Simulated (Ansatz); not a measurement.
`O[SiH](F)[SiH3]` → `O[SiH2]F` + `[SiH2]`  (silylene loss)

Program: Ansatz. Geometries: PBE0-D4/def2-TZVP. ΔE: electronic, gas phase. CCSD(T)/CBS is the MP2 limit (def2-TZVPP, def2-QZVPP) plus CCSD(T) − MP2 in def2-TZVPP, frozen cores. This one scheme is used for every species. Functionals use def2-TZVPP. Each species was taken in one conformer, which may not be the lowest.

CCSD(T)/CBS gives +224.6 kJ/mol.

Question: Another level gave +218.2 kJ/mol. Which?
A. ωB97M-V/def2-TZVPP
B. B97M-V/def2-TZVPP
C. r2SCAN0-D4/def2-TZVPP
D. RPA@PBE/def2-TZVPP

Answer: A. ωB97M-V 218.2, r2SCAN0-D4 249.2, B97M-V 227.0, RPA@PBE/def2-TZVPP 198.4 kJ/mol.

Largest T1 diagnostic among the species: 0.014.

In def2-TZVPP, CCSD(T) changes the Hartree–Fock value by +17.9 kJ/mol (the triples alone add +5.0 kJ/mol) and MP2 by +30.4 kJ/mol. Leaving LDA and LC-ωPBE aside and taking each functional with its dispersion term where it has one, the values, not all of them listed here, spread over 32.6 kJ/mol, from BLYP-D4 to r2SCAN-D4. LDA lies +31.4 kJ/mol from PBE without D4. From BLYP to BHLYP (50 % exact exchange), in def2-TZVPP and without D4, ΔE moves by +16.0 kJ/mol.
